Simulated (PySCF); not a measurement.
Harmonic spectrum computed at B3LYP in the def2-TZVP basis family (core potentials from Rb on, PySCF, no spin–orbit coupling):

```csv
ω (cm⁻¹),IR (km/mol)
1617,80.8
3787,4.5
3892,44.1
```

Question: Which molecule gave it? In each, all ligands are bound to the one heavy central atom.
A. TiH₂ (triplet)
B. H₂O (singlet)
C. CrH₂ (quintet)
D. BeH₂ (singlet)
E. NbH₂ (quartet)

Answer: B. It has C2v symmetry with O–H 0.963 Å (×2).
